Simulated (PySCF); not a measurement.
**Fractional electron number in Ni⁺ (nickel, charge +1)**

The 3d beta orbital of [Ar] 3d9 is emptied in steps (occupation f), with all orbitals relaxed, ending at [Ar] 3d8. Calculation: PySCF 2.14, in jorge-DZP-DKH (8s6p2d1f, 43 functions); scalar relativity by spin-free X2C-1e. The exact energy is a straight line in f; departures are measured from the line between the end points of the same method.

| f | B3LYP (eV) |
| --- | --- |
| 1 | 0.000 |
| 0.9 | -0.516 |
| 0.7 | -1.214 |
| 0.5 | -1.451 |
| 0.3 | -1.222 |
| 0.1 | -0.525 |
| 0 | 0.000 |

```json
{"method": "B3LYP", "E(f=0) − E(f=1) (eV)": "17.480", "−ε at f=1 (eV)": "11.846", "−ε at f=0.5 (eV)": "17.456"}
```

Orbital energy along the path (eV):

```
  f    B3LYP
  1  -11.846
0.9  -12.854
0.7  -15.137
0.5  -17.456
0.3  -19.790
0.1  -22.140
  0  -23.323
```

Reference removal energy between the ground levels: 18.169 eV (measured; NIST Atomic Spectra Database, ionization energies). The calculation has no spin-orbit coupling. The determinant left behind need not be the lowest term of the ion.
